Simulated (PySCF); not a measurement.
## Electron correlation in Cd³⁷⁺ (cadmium, charge +37)

[Ne] 3s1, 2S determinant. All numbers are calculated (PySCF 2.14, no relativity, point nucleus, in an even-tempered Gaussian basis (16 s from 6.2 bohr⁻², ratio 2.5; 10 p from 8.1 bohr⁻², ratio 2.5; 4 d from 30 bohr⁻², ratio 2.7; 4 f from 45 bohr⁻², ratio 2.7)). Frozen: 1s2; 9 electrons correlated; the 17 highest virtual orbitals of each spin left out.

```tsv
level	correlation energy (mhartree)
CCSD	-318.33
(T)	-0.12
CCSD(T)	-318.45
```

Diagnostics: T1 = 9.2e-05, D1 = 0.0004, largest double amplitude 0.003.

A non-relativistic calculation at this Z misses sizeable relativistic shifts.

Cost of the coupled-cluster step: roughly 19 core-seconds, for 9 correlated electrons.

At this charge a non-relativistic calculation is a model, useful for the Z dependence of the correlation energy.
